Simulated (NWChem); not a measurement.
Species: CH₃Cd cation; SMILES [CH3][Cd+]

def2 effective core potentials on Cd; no spin-orbit coupling.

Problem. Give the equilibrium geometry at PBE0/def2-SVP with def2 effective core potentials on Cd (NWChem) as an XYZ file, with the point group.

Solution. point group C3v; any orientation.
```
5

Cd     0.0000     0.0000    -0.3442
C      0.0000     0.0000     1.8087
H      0.7520     0.7520     2.0766
H      0.2753    -1.0272     2.0766
H     -1.0272     0.2753     2.0766
```
